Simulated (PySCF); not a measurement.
## How the method moves the HOMO and LUMO of `O[SiH2][SiH2]P[SiH3]`

Compound: H₉OPSi₃.
Cartesian coordinates in Å at the PBE0-D3(BJ)/def2-SVP level; atoms count from 1:
```xyz
14
H9OPSi3 angstrom
O     -3.5535   -0.5991   -0.2345
Si    -2.3570    0.5541   -0.0527
Si    -0.3136   -0.4716   -0.5444
P      1.2689    1.1499   -0.4221
Si     3.0574   -0.2350   -0.3611
H     -4.4525   -0.3222   -0.0326
H     -2.3137    1.0926    1.3473
H     -2.5646    1.7239   -0.9663
H     -0.2964   -0.9745   -1.9522
H     -0.0529   -1.6258    0.3746
H      1.1797    1.3024    0.9966
H      2.9522   -1.2859    0.6971
H      4.2932    0.5722   -0.1289
H      3.1475   -0.8939   -1.6984
```

Basis pcSseg-1 throughout (PySCF), one geometry. The structure is a single PBE0-D3(BJ)/def2-SVP conformer in the gas phase; no vibrational or solvent corrections.

**Question.** How do the orbital energies, the gap and the dipole change with the method?

**Answer.** 
```tsv
method	kind	HOMO (eV)	LUMO (eV)	gap (eV)	μ (D)	SCF cycles
BLYP	GGA	-6.19	-1.31	4.88	1.50	14
B97-D	GGA	-6.33	-1.32	5.01	1.51	14
PBE	GGA	-6.38	-1.50	4.88	1.52	14
OPBE	GGA	-6.40	-1.32	5.08	1.54	14
KT3	GGA	-6.45	-1.49	4.96	1.43	14
KT2	GGA	-6.45	-1.64	4.80	1.45	14
LDA	LDA	-6.45	-1.74	4.71	1.56	13
BP86	GGA	-6.48	-1.56	4.92	1.53	13
B3LYP	global hybrid	-7.22	-0.83	6.39	1.51	13
B97-2	global hybrid	-7.24	-0.66	6.58	1.52	13
PBE0	global hybrid	-7.46	-0.69	6.78	1.54	13
mPW1PW91	global hybrid	-7.49	-0.67	6.82	1.53	13
BHandHLYP	global hybrid	-8.38	0.25	8.63	1.52	11
CAM-B3LYP	range-separated hybrid	-8.66	0.38	9.04	1.52	12
wB97X-D	range-separated hybrid	-9.25	1.03	10.28	1.53	13
HF	Hartree–Fock	-9.88	2.54	12.42	1.57	10
LC-wPBE	range-separated hybrid	-10.00	1.46	11.46	1.58	12
```

The HOMO spans 3.81 eV, from BLYP down to LC-wPBE, and the gap runs from 4.71 eV (LDA) to 12.42 eV (HF). Over the methods BLYP (0 %), B97-D (0 %), PBE (0 %), OPBE (0 %), KT3 (0 %), KT2 (0 %), LDA (0 %), BP86 (0 %), B3LYP (20 %), B97-2 (21 %), PBE0 (25 %), mPW1PW91 (25 %), BHandHLYP (50 %), HF (100 %), a straight line through the gap against the share of exact exchange rises by 0.75 eV for each 10 % (correlation coefficient 0.999). The dipole ranges from 1.43 D (KT3) to 1.58 D (LC-wPBE). This basis has no diffuse functions.
